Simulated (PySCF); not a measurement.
Excitation energy of Mn⁺ by level of theory

Mn⁺ [Ar] 3d5 4s1 (7S) → Mn⁺ [Ar] 3d4 4s1 5s1 (7D), as a difference of total energies. Calculation: PySCF 2.14, in aug-cc-pVTZ-DK; the spin-free X2C one-electron Hamiltonian (Gaussian nucleus). Correlated levels: valence: [Ar] frozen. The calculations carry no spin-orbit coupling.

```csv
method,excitation energy (eV)
UHF,15.391
LDA,16.980
PBE,16.579
PBE0,16.462
r2SCAN,16.750
M06-L,16.803
HSE06,16.433
M06-2X,15.991
B2PLYP,16.297
MP2 (valence),16.191
SCS-MP2 (valence),15.658
```

Task: How much does correlation contribute at MP2 (valence)?

Result: 16.191 − (15.391) = 0.800 eV, measured against UHF.

A first-order spin-orbit estimate (lowest level to lowest level, LS coupling) adds -0.061 eV.

The upper state lies above the first ionisation limit, where it may autoionise and the basis confines it. A Rydberg-like electron needs more diffuse functions than a valence basis has.

The promoted electron is Rydberg-like, and one or two diffuse shells describe it only roughly, which tends to raise the upper state.
